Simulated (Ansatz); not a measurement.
Breaking the C1–Br2 bond in CH3Br (SMILES CBr) (multiplicity 1 held, fragments rigid). Energies count from the point at 1.957 Å.
Geometry at that point (charge 0, multiplicity 1):
```xyz
5

C     -1.5338    -0.0409    -0.0287
Br     0.4226     0.0113     0.0079
H     -1.8302    -0.6804    -0.8527
H     -1.8871     0.9741    -0.1726
H     -1.8698    -0.4427     0.9207
```

R- and RO- levels are restricted; in cc, def2 and unpolarised 6-31G sets they are followed outwards from rest. Unrestricted levels (U-) break spin symmetry where that is lower. Active spaces are followed from a long bond inwards. Curves can end on different states.

Cores are frozen in the correlated methods. Filled d and f shells under p-block atoms count as core.

Programs: Ansatz (an electronic-structure program). Values without a source in brackets are computed.

Energies in kJ/mol.

```csv
R (Å),U-B3LYP/cc-pVTZ,R-MP2/cc-pVTZ,U-MP2/cc-pVTZ,R-SCS-MP2/cc-pVTZ,"FIC-MRCISD+Q on CASSCF(6,4)/cc-pVTZ"
1.566,248,241,241,247,250
1.762,44,38,38,40,43
1.957,0,0,0,0,0
2.153,23,33,(withheld),30,27
2.349,73,93,98,88,78
2.643,157,193,237,184,162
2.936,230,283,295,271,229
3.425,287,395,329,379,292
3.915,309,462,338,442,314
4.502,319,497,342,471,320
5.285,323,489,(withheld),453,322
6.264,324,437,(withheld),385,323
```

Question: What belongs in the gaps?

Answer: 
- 6.264, U-MP2/cc-pVTZ: 343
- 2.153, U-MP2/cc-pVTZ: 33
- 5.285, U-MP2/cc-pVTZ: 343

Doubts at one or more of the structures used: a spin-contaminated determinant (U-B3LYP/cc-pVTZ, U-MP2/cc-pVTZ); a restricted determinant that unrestricted orbitals would lower (R-MP2/cc-pVTZ, R-SCS-MP2/cc-pVTZ); active orbitals that take no part (FIC-MRCISD+Q on CASSCF(6,4)/cc-pVTZ).
